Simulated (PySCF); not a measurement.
Ta(O)(F)2(OMe) (CH3F2O2Ta), SMILES [Ta](=[O])([F])([O]C)[F], multiplicity 1. Atoms are numbered in the order given.

```xyz
9

Ta    -0.2447     0.0105     0.0000
O     -0.2120     1.7374     0.0000
F     -1.1091    -0.5588     1.5876
F     -1.1091    -0.5588    -1.5876
O      1.5558    -0.5368     0.0000
C      2.8899    -0.0735     0.0000
H      3.4081    -0.4507    -0.8957
H      2.9207     1.0289     0.0000
H      3.4081    -0.4507     0.8957
```
Charge 0, spin multiplicity 1.

Geometry: B3LYP-D3(BJ)/def2-SVP. The multiplicity is an assumed one; no other spin state was optimised. The structure was generated by enumeration; whether it is a known compound was not checked. The def2 effective core potentials stand for the cores of Ta; spin–orbit coupling is left out. The values are those of a single conformer.

All values below come from PySCF with TDA-PBE/def2-SVPD.

Vertical excitations.  State labels are in the subgroup Cs.

Problem. Give excitation energies, oscillator strengths and character. (The exact figures need the calculation; the answer reports its results.)

Solution. 
```json
[
 {"state": "S1", "symmetry": "A\"", "energy (eV)": "6.02", "λ (nm)": "206", "f": "0.000", "main pairs": "HOMO→LUMO+1 68 %, HOMO−1→LUMO 32 %"},
 {"state": "S2", "symmetry": "A'", "energy (eV)": "6.06", "λ (nm)": "205", "f": "0.004", "main pairs": "HOMO→LUMO 73 %, HOMO−1→LUMO+1 25 %"},
 {"state": "S3", "symmetry": "A\"", "energy (eV)": "6.11", "λ (nm)": "203", "f": "0.002", "main pairs": "HOMO−1→LUMO 68 %, HOMO→LUMO+1 32 %"},
 {"state": "S4", "symmetry": "A\"", "energy (eV)": "6.33", "λ (nm)": "196", "f": "0.000", "main pairs": "HOMO−2→LUMO 81 %, HOMO−3→LUMO+1 18 %"},
 {"state": "S5", "symmetry": "A'", "energy (eV)": "6.42", "λ (nm)": "193", "f": "0.008", "main pairs": "HOMO−2→LUMO+1 39 %, HOMO−1→LUMO+1 36 %, HOMO−3→LUMO 10 %, HOMO→LUMO 7 %"},
 {"state": "S6", "symmetry": "A\"", "energy (eV)": "6.51", "λ (nm)": "191", "f": "0.002", "main pairs": "HOMO−3→LUMO+1 81 %, HOMO−2→LUMO 17 %"},
 {"state": "S7", "symmetry": "A'", "energy (eV)": "6.57", "λ (nm)": "189", "f": "0.013", "main pairs": "HOMO−3→LUMO 76 %"},
 {"state": "S8", "symmetry": "A'", "energy (eV)": "6.67", "λ (nm)": "186", "f": "0.002", "main pairs": "HOMO→LUMO+2 93 %"},
 {"state": "S9", "symmetry": "A\"", "energy (eV)": "6.80", "λ (nm)": "182", "f": "0.009", "main pairs": "HOMO−1→LUMO+2 99 %"},
 {"state": "S10", "symmetry": "A'", "energy (eV)": "6.82", "λ (nm)": "182", "f": "0.029", "main pairs": "HOMO−4→LUMO 57 %, HOMO−2→LUMO+1 21 %"},
 {"state": "T1", "symmetry": "A'", "energy (eV)": "5.69", "λ (nm)": "218", "f": "0", "main pairs": "HOMO→LUMO 74 %, HOMO−1→LUMO+1 19 %"},
 {"state": "T2", "symmetry": "A\"", "energy (eV)": "5.78", "λ (nm)": "214", "f": "0", "main pairs": "HOMO→LUMO+1 74 %, HOMO−1→LUMO 24 %"},
 {"state": "T3", "symmetry": "A'", "energy (eV)": "5.81", "λ (nm)": "213", "f": "0", "main pairs": "HOMO−1→LUMO+1 71 %, HOMO→LUMO 15 %, HOMO−2→LUMO+1 11 %"},
 {"state": "T4", "symmetry": "A'", "energy (eV)": "5.85", "λ (nm)": "212", "f": "0", "main pairs": "HOMO−3→LUMO 38 %, HOMO−2→LUMO+1 36 %, HOMO→LUMO 9 %"}
]
```
Triplets are in the Tamm–Dancoff approximation.
